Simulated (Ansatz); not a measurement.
Consider the redistribution: `C#[C][Ti]([Cl])([Cl])[Cl]` + `[SH][Ga]([Cl])[Cl]` → `[SH][Ti]([Cl])([Cl])[Cl]` + `C#[C][Ga]([Cl])[Cl]`.

Calculated with Ansatz (gas phase, PBE0-D4/def2-TZVP geometries, no zero-point term in ΔE). CBS: MP2 limit from def2 TZ/QZ plus the TZ coupled-cluster correction, frozen cores. DFT in def2-TZVPP. B3LYP here is the variant with VWN-RPA as its local correlation; programs differ in this. For Ga, Ti outer-core shells are correlated without core-valence functions, which leaves a few kJ/mol of doubt a bond. Scalar relativity is left out up to krypton. Each species was taken in one conformer, which may not be the lowest.

`C#[C][Ti]([Cl])([Cl])[Cl]`:

Cartesian coordinates in Å:
```
C -0.304 2.091 0.259
C -0.131 0.897 0.112
Ti 0.153 -1.057 -0.131
Cl 2.146 -1.512 0.580
Cl -0.052 -1.481 -2.243
Cl -1.358 -2.078 1.034
H -0.456 3.140 0.389
```

`[SH][Ga]([Cl])[Cl]`:

```xyz
5

S    -0.128   -0.872   -1.511
Ga   -0.172    0.433    0.228
Cl   -1.319    2.217    0.197
Cl    0.920   -0.035    1.991
H     0.698   -1.742   -0.905
```

`[SH][Ti]([Cl])([Cl])[Cl]`:

Cartesian coordinates in Å:
```
S -0.398 -1.553 0.909
Ti 0.284 0.385 -0.017
Cl 1.901 1.051 1.253
Cl 0.936 0.014 -2.056
Cl -1.376 1.786 -0.047
H -1.347 -1.684 -0.043
```

`C#[C][Ga]([Cl])[Cl]`:

Cartesian coordinates in Å:
```
C -0.197 -1.927 0.108
C -0.076 -0.729 0.040
Ga 0.116 1.144 -0.064
Cl -1.262 2.458 0.865
Cl 1.722 2.040 -1.118
H -0.304 -2.987 0.168
```

Is it downhill or uphill in electronic energy at CCSD(T)/CBS, and by how much? (Best estimate.)

Ansatz gave: Downhill: ΔE = -16.4 kJ/mol.

What do these levels give: B3LYP-D4, CAM-B3LYP-D4, ωB97X-V, BLYP, r2SCANh, CCSD(T)/def2-SVP? (Estimate.)

The calculation gave: B3LYP-D4 -10.1, CAM-B3LYP-D4 -12.3, ωB97X-V -12.3, BLYP -8.2, r2SCANh -11.8, CCSD(T)/def2-SVP -7.4 kJ/mol.

Largest T1 diagnostic among the species: 0.026, so the coupled-cluster value is less sure than usual.

Leaving LDA and LC-ωPBE aside and taking each functional with its dispersion term where it has one, the values, not all of them listed here, spread over 9.1 kJ/mol, from PBE-QIDH to BHLYP-D4. LDA lies −5.1 kJ/mol from PBE without D4. In def2-TZVPP, CCSD(T) changes the Hartree–Fock value by −13.5 kJ/mol (the triples alone add −4.8 kJ/mol) and MP2 by −22.1 kJ/mol.
